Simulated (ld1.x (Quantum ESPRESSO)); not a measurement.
# PBEsol TM dataset for indium, scalar-relativistic all-electron reference.

- Element: indium (In)
- Generator: ld1.x (Quantum ESPRESSO) 7.5
- Type: norm-conserving Troullier–Martins (Kleinman–Bylander form)
- Functional: PBEsol
- Relativity: scalar-relativistic
- Frozen core: [Kr]
- Valence charge: 13
- Reference configuration: 4d10 5s1 5p0 (charge +2)
- Partial waves: 5s (bound): rc 1.60 bohr; 5p (bound, empty): rc 2.60 bohr; 4d (bound): rc 1.10 bohr; 4f channel at 0.4 Ry: rc 2.85 bohr
- Local potential: all-electron potential smoothed inside 1.65 bohr (lloc = -1)
- Core correction: Bessel-smoothed model core, default radius (core density twice the valence density)

All-electron outer shells of the reference configuration (PBEsol, scalar-relativistic, ld1.x):

```
shell  level (eV)  outermost node (bohr)  outermost maximum (bohr)
   4p      -96.12                   0.42                      0.82
   4d      -36.53                   0.40                      0.94
   5s      -23.68                   1.02                      2.03
   5p      -16.14                   1.13                      2.45
```

(1) Estimate the cutoffs (Ry, on a coarse ladder) from which the occupation-weighted sum of valence levels, in a spherical-Bessel basis at the reference potential, stays within 10 and 1 mRy of its value at 400 Ry.

(2) What does a ghost test show?

(3) Tests: 4d10 5s2 5p1; 4d10 5s2 5p0; 4d10 5s0 5p0; 4d10 5s0 5p3; 4d10 5s2 5p0.5; 4d10 5s1 5p1; 4d9 5s0 5p0. Which has the largest error in its energy relative to the reference configuration, and how large is it?

## Answers

(1) 100 Ry and 140 Ry.

(2) Ghost state, extra bound levels that the all-electron valence spectrum of the same l lacks: s at -49.5 eV. A true bound ghost makes a file unfit for plane-wave use. The logarithmic derivative shows an extra or strongly shifted pseudo pole above the reference energy (p near 0.77 Ry).

(3) 4d9 5s0 5p0, with -190 meV (all-electron minus pseudo) on +84.63 eV.
